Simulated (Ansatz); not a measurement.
This geometry of CH6NOSi (10 atoms, charge 1, multiplicity 1) is a first-order saddle point.

These are results of Ansatz, RKS PBE0-D4/6-31G*, not measurements.

```xyz
10
Properties=species:S:1:pos:R:3
N -0.438 2.289 0.837
C 0.140 1.165 0.716
Si -0.460 -0.228 -0.400
O 0.834 -1.568 -0.256
H -1.282 2.412 0.267
H 1.046 1.003 1.312
H -0.402 0.012 -1.855
H -1.644 -0.986 0.049
H 1.502 -1.728 -0.950
H 0.703 -2.371 0.282
```

**Question.** Which two structures does it join? (They come from a converged band through this point; their orientation in space is the band's.)

**Answer.** No bond is made or broken. The dihedral H6–C2–Si3–O4 goes from 67 to -89°.

Initial state:

```xyz
10
Properties=species:S:1:pos:R:3
N -0.516 1.793 1.384
C 0.272 1.242 0.549
Si -0.248 -0.002 -0.757
O 0.621 -1.556 -0.185
H -1.495 1.504 1.286
H 1.328 1.530 0.598
H 0.347 0.042 -2.105
H -1.676 -0.369 -0.692
H 0.845 -2.281 -0.800
H 0.524 -1.903 0.722
```

Final state:

```xyz
10
Properties=species:S:1:pos:R:3
N 0.642 2.070 0.620
C -0.160 1.104 0.828
Si -0.703 -0.150 -0.464
O 0.585 -1.492 -0.224
H 0.978 2.135 -0.347
H -0.566 1.010 1.842
H -0.386 0.196 -1.861
H -1.962 -0.888 -0.246
H 0.637 -2.274 -0.807
H 0.937 -1.711 0.659
```

**Question.** How far does it lie above each of them?

**Answer.** 7.5 kJ/mol above the first and 5.1 kJ/mol above the second. This is the barrier of this one path; another mechanism may lie lower. Limits of this set-up: the dipole of an ion depends on the origin.

Run time: 6.8 min on 1 thread of Arm Neoverse V2, with other jobs on the host, peak memory 0.25 GiB.
